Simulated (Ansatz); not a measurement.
Basis-set extrapolation for `[SiH3][SiH]1C[SiH2]S1` (PBE0-D4/def2-TZVP geometry, frozen core, the Gaussian-basis code of Ansatz). Multiplicity 1, RHF reference.

```json
{"": "HF", "def2-TZVPP": "-1306.973924", "def2-QZVPP": "-1307.013456"}
{"": "MP2 correlation", "def2-TZVPP": "-0.713811", "def2-QZVPP": "-0.768393"}
{"": "CCSD(T) correlation", "def2-TZVPP": "-0.821950", "def2-QZVPP": "not run"}
```

Energies in hartree. Use E(X) = E(∞) + A·exp(−7.88·√X) for Hartree–Fock and E(X) = E(∞) + B·X^(−2.97) for correlation, with X = 3 and 4, and add CCSD(T) minus MP2 of the smaller set to the MP2 limit.

Task: What is the CCSD(T) energy at the basis-set limit?

Result: HF limit: -1307.013456 + (-0.039532) × 0.13774 = -1307.01890. MP2 limit: -0.768393 + (-0.054582) × 0.74074 = -0.80882. Higher-order term: -0.821950 − (-0.713811) = -0.10814. Total: -1307.93586 hartree, 367.5 kJ/mol below CCSD(T)/def2-TZVPP.
